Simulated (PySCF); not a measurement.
O3Os, SMILES [O]=[Os](=[O])=[O], multiplicity 1. Coordinates come from a PBE-D3(BJ)/def2-TZVP optimisation. The spin state was assumed, not searched. The def2 effective core potentials stand for the cores of Os; spin–orbit coupling is left out.

Computed equilibrium geometry at PBE-D3(BJ)/def2-TZVP (PySCF confirms it by a frequency run) as bond lengths and angles, and its point group:
point group D3h.
Atoms: Os1 O2 O3 O4. Bonds (Å): Os1–O2 1.707, Os1–O3 1.707, Os1–O4 1.707. Bond angles (°): O2–Os1–O3 120.0, O2–Os1–O4 120.0, O3–Os1–O4 120.0.
Charge 0, spin multiplicity 1.
